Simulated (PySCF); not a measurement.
**Worked example: chemical shift, span and skew from a shielding tensor**

FH8NSi3, SMILES N[SiH2][SiH2][SiH2]F. Atoms are numbered in the order given.

```xyz
13

Si    -1.3090    -0.8220    -0.1597
F     -2.9492    -0.6366    -0.1576
Si    -0.2301     1.2569     0.0873
Si     1.9696     0.4962     0.4225
N      1.9713    -1.0254    -0.4715
H     -0.9415    -1.4623    -1.4699
H     -0.9601    -1.7345     0.9818
H     -0.7658     2.0348     1.2602
H     -0.3822     2.0933    -1.1578
H      3.0482     1.4994     0.0710
H      2.1568     0.1269     1.8699
H      1.8614    -0.9744    -1.4892
H      2.6999    -1.7109    -0.2475
```
Charge 0, spin multiplicity 1.

Coordinates come from a PBE-D3(BJ)/def2-SVP optimisation. This is a generated structure with no PubChem entry under its InChIKey; it may be hypothetical. The values are those of a single conformer.

GIAO shieldings from B3LYP/pcSseg-1 (PySCF), non-relativistic, no solvent. The symmetric part of the tensor of N5 has the principal values 221.7, 247.5, 284.1 ppm. The same nucleus in NH3 has σ = 265.5 ppm at this level (PySCF, at its B3LYP-D3(BJ)/def2-TZVP geometry).

Task: Work out the isotropic shielding, the ¹⁵N shift against NH3, the span and the skew.

Result: 
σ(iso) = (σ11 + σ22 + σ33)/3 = 251.1 ppm. δ = σ(ref) − σ(iso) = 265.5 − (251.1) = 14.4 ppm.
Span Ω = σ33 − σ11 = 62.4 ppm. Skew κ = 3(σ(iso) − σ22)/Ω = 0.17. Tumbling in solution averages the tensor to δ; in a static solid the shielding alone would spread this spin-1/2 line over Ω.
